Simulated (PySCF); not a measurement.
F3Y (SMILES [F][Y]([F])[F]), singlet, geometry from GFN2-xTB (such geometries of metal compounds can be far from the true shape) (core potentials on Y). Base run: HF/def2-SVP (PySCF).

Input for PySCF:
```python
from pyscf import gto, scf

mol = gto.Mole()
mol.atom = '''
    Y     0.064406   -0.132675   -0.312240
    F    -1.527885   -0.684202    0.527201
    F    -0.086800    1.740846   -0.205977
    F     1.335592   -0.481720    1.031816
'''
mol.basis = 'def2-svp'
mol.ecp = {'Y': 'def2-svp'}
mol.charge = 0
mol.spin = 0
mol.verbose = 4
mol.build()

mf = scf.RHF(mol)
mf.kernel()
```

Variants of this job, named by their change:

```
change                                                                            ΔE vs base (mEh)  SCF cycles
--------------------------------------------------------------------------------  ----------------  ----------
base                                                                                         0.000           9
conv_tol_grad = 1e-3                                                                         0.000           9
level_shift = 0.3 (with mf.max_cycle = 100)                                                  0.000          12
diis_space = 4                                                                               0.000           9
conv_tol = 1e-12                                                                             0.000          11
init_guess = mod_huckel                                                                      0.000           9
conv_tol = 1e-11                                                                             0.000          10
solver = newton; init_guess = 1e                                                             0.000           -
diis_space = 20                                                                              0.000           9
level_shift = 0.5 (with mf.max_cycle = 100)                                                  0.000          15
conv_tol = 1e-6                                                                              0.000           7
diis = off; damp = 0.6 (with mf.diis_start_cycle = 200; with mf.max_cycle = 150)             0.000          29
diis = off (with mf.max_cycle = 100)                                                         0.000          31
```
